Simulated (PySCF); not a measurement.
A geometry optimisation on F3H4HfNSi.

Method: PBE0-D3(BJ)/def2-SVP geometry optimisation, gas phase, def2 core potentials past Kr (PySCF 2.14.0). Start geometry: GFN2-xTB. The input is one job of a driver script: a line of settings, then coordinates in Å.

Input:
```
{"job": {"xc": "PBE0", "basis": "def2-SVP", "d3": "d3bj", "grid": 1, "maxiter": 30, "shake": 0.03, "kind": "geom"}, "charge": 0, "multiplicity": 1}
Hf     1.045530     0.324150     1.046510
F      1.835700     1.837050     1.796500
F     -0.108620    -0.332000     2.359170
F      2.413980    -0.837860     0.692590
N     -0.141480     0.822190    -0.585620
Si    -0.986820    -0.574960    -1.030550
H     -0.432300     1.718730    -0.940780
H     -0.195300    -1.657440    -0.283940
H     -2.409930    -0.570030    -0.605000
H     -0.896120    -0.806580    -2.444490
```

Task: Give the output.

Result: 
```
step   0  E = -693.65038689  max force = 0.042900
step   1  E = -693.66008459  max force = 0.017266
step   2  E = -693.66220215  max force = 0.007958
step   3  E = -693.66272858  max force = 0.002961
step   4  E = -693.66309247  max force = 0.003428
step   5  E = -693.66348311  max force = 0.003316
step   6  E = -693.66377959  max force = 0.002341
step   7  E = -693.66415451  max force = 0.002614
step   8  E = -693.66426834  max force = 0.001960
step   9  E = -693.66431791  max force = 0.000506
step  10  E = -693.66432145  max force = 0.000365
optimisation converged
```

Energies in Eh; «max force» is the largest Cartesian gradient component in Eh/bohr.

Task: Give the first gradient maximum in eV/Å.

Result: With 1 Eh/bohr = 51.422 eV/Å, 2.206 eV/Å.

Task: How much energy does the optimisation release, in kJ/mol?

Result: E(step 0) − E(last step) = 0.013935 Eh, which is 36.6 kJ/mol.

In short: final energy -693.66432 Eh after 10 steps; dipole 2.24 D.

The run took 2.2 min wall on Intel Xeon Platinum 8259CL at 2.50 GHz, one thread (shared host), and the process peaked at 0.51 GiB of memory.
Labels such as C1 count atoms from 1, the log's own numbers from 0.
